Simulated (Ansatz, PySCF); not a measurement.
C2H9NOSi, SMILES CO[Si@H](C)N. Atoms are numbered in the order given.

```xyz
14

C      1.9534    -0.0354     0.6514
O      1.2177    -0.0677    -0.5339
Si    -0.4566    -0.0538    -0.5813
C     -1.1135     1.5641     0.0884
N     -1.1919    -1.3201     0.3281
H      1.5640    -0.7472     1.4046
H      1.9604     0.9712     1.1120
H      2.9988    -0.3105     0.4385
H     -0.7423    -0.2434    -2.0278
H     -2.2032     1.6365    -0.0489
H     -0.6427     2.4145    -0.4279
H     -0.9003     1.6684     1.1647
H     -1.0454    -2.2972     0.1053
H     -1.4653    -1.1941     1.2946
```
Charge 0, spin multiplicity 1.

Geometry: PBE0-D3(BJ)/def2-SVP. The structure was generated by enumeration; whether it is a known compound was not checked. One conformer was computed; it need not be the lowest.

Two levels are set side by side: PBE-D3(BJ)/def2-SVP (Ansatz, a program for electronic structure) and PBE0-D3(BJ)/def2-SVP (Ansatz). Each level has its own optimised geometry; the coordinates shown are those of the second. Frequencies come from the Hessian of PySCF at each geometry. Differences are taken from unrounded values.

```json
[
 {"quantity": "mean bond length (Å)", "PBE0-D3(BJ)": "1.292"},
 {"quantity": "bond C1–O2 (Å)", "PBE0-D3(BJ)": "1.395"},
 {"quantity": "bond O2–Si3 (Å)", "PBE0-D3(BJ)": "1.675"},
 {"quantity": "bond Si3–C4 (Å)", "PBE0-D3(BJ)": "1.870"},
 {"quantity": "bond Si3–N5 (Å)", "PBE0-D3(BJ)": "1.724"},
 {"quantity": "bond C1–H6 (Å)", "PBE0-D3(BJ)": "1.107"},
 {"quantity": "bond C1–H7 (Å)", "PBE0-D3(BJ)": "1.107"},
 {"quantity": "bond C1–H8 (Å)", "PBE0-D3(BJ)": "1.102"},
 {"quantity": "bond Si3–H9 (Å)", "PBE0-D3(BJ)": "1.487"},
 {"quantity": "bond C4–H10 (Å)", "PBE0-D3(BJ)": "1.101"},
 {"quantity": "bond C4–H11 (Å)", "PBE0-D3(BJ)": "1.101"},
 {"quantity": "bond C4–H12 (Å)", "PBE0-D3(BJ)": "1.102"},
 {"quantity": "bond N5–H13 (Å)", "PBE0-D3(BJ)": "1.013"},
 {"quantity": "bond N5–H14 (Å)", "PBE0-D3(BJ)": "1.012"},
 {"quantity": "highest harmonic wavenumber (cm⁻¹)", "PBE0-D3(BJ)": "3727"},
 {"quantity": "mean harmonic wavenumber (cm⁻¹)", "PBE0-D3(BJ)": "1393"},
 {"quantity": "zero-point energy (kcal/mol)", "PBE0-D3(BJ)": "71.68"}
]
```

**Question.** What does PBE-D3(BJ) give, and how far is it from PBE0-D3(BJ)? (An estimate is asked for; the answer gives what the named calculation found.)

**Answer.** 
| quantity | PBE-D3(BJ) | PBE-D3(BJ) minus PBE0-D3(BJ) |
|---|---|---|
| mean bond length (Å) | 1.303 | 0.011 |
| bond C1–O2 (Å) | 1.409 | 0.014 |
| bond O2–Si3 (Å) | 1.694 | 0.019 |
| bond Si3–C4 (Å) | 1.882 | 0.012 |
| bond Si3–N5 (Å) | 1.739 | 0.015 |
| bond C1–H6 (Å) | 1.117 | 0.010 |
| bond C1–H7 (Å) | 1.116 | 0.010 |
| bond C1–H8 (Å) | 1.111 | 0.009 |
| bond Si3–H9 (Å) | 1.497 | 0.010 |
| bond C4–H10 (Å) | 1.109 | 0.008 |
| bond C4–H11 (Å) | 1.109 | 0.008 |
| bond C4–H12 (Å) | 1.110 | 0.008 |
| bond N5–H13 (Å) | 1.022 | 0.010 |
| bond N5–H14 (Å) | 1.022 | 0.010 |
| highest harmonic wavenumber (cm⁻¹) | 3594 | -133 |
| mean harmonic wavenumber (cm⁻¹) | 1348 | -44 |
| zero-point energy (kcal/mol) | 69.39 | -2.29 |

GGA bonds tend to be longer and softer than those of functionals with exact exchange. Differences between two approximate levels are no errors against the true value.
